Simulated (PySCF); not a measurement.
**Telling isomers of C$_{6}$H$_{16}$N$_{2}$Si apart by NMR**

In vacuum, one computed conformer, non-relativistic Hamiltonian, averaged over atoms made equivalent by symmetry, fast rotation or ring inversion. PBE0/pcSseg-1 with gauge-including orbitals; GFN2-xTB geometry; PySCF 2.14.

Chemical shifts δ = σref − σ; 1H, 13C vs TMS, all at this level. Where no couplings were computed, multiplicities follow the n + 1 count of equivalent neighbours, and m marks all less simple cases (inequivalent or close neighbours, rings, F or P nearby). Shifts are as computed. Against solution values, carbons near 30 ppm lie about +3 ppm off and those near 130 ppm about +5 ppm. Of 1211 compounds with measured shifts, 218 miss one by over three times the rms of a fit or turn the order of signals round; such compounds aren't used in these exercises.

(1) Tabulate the signals of `C[C@@H]1CCCN(C)N1[SiH3]`, `CN1CCC[C@H]([SiH3])N1C` and their relative energies.

(2) What is the quickest way to tell C[C@@H]1CCCN(C)N1[SiH3] from CN1CCC[C@H]([SiH3])N1C?

Answers

(1) 
```json
{"SMILES": "C[C@@H]1CCCN(C)N1[SiH3]", "carbon types": "1×CH 3×CH2 2×CH3", "δC": "52.5, 46.8, 42.1, 36.2, 24.4, 22.0", "δH": "4.78 (s, 3H), 3.28 (m, 1H), 3.20 (m, 1H), 2.75 (s, 3H), 2.67 (m, 1H), 2.05 (m, 1H), 1.44 (m, 1H), 1.22 (m, 1H), 1.22 (m, 1H), 1.11 (d, 3H)", "E rel. (kcal/mol)": "0.0"}
{"SMILES": "CN1CCC[C@H]([SiH3])N1C", "carbon types": "1×CH 3×CH2 2×CH3", "δC": "45.2, 42.8, 42.0, 41.1, 22.0, 21.5", "δH": "3.76 (d, 3H), 3.41 (m, 1H), 3.24 (m, 1H), 2.81 (s, 3H), 2.76 (s, 3H), 2.33 (m, 1H), 1.95 (m, 1H), 1.94 (m, 1H), 1.10 (m, 1H), 1.10 (m, 1H)", "E rel. (kcal/mol)": "17.8"}
```

Energies are electronic energies at PBE0/pcSseg-1 on these geometries, without zero-point or thermal terms, each for the one conformer computed, which needn't be the lowest.

(2) Both give the same number of carbon signals, with the same numbers of each carbon type, so the positions decide. The first has a methyl carbon (CH3) at 24.4 ppm, the second an sp3 CH2 bonded to N at 45.2 ppm. Their most deshielded carbons lie at 52.5 and 45.2 ppm. In the proton spectra the most deshielded non-exchanging signals are 4.78 (s, 3H) and 3.76 (d, 3H).
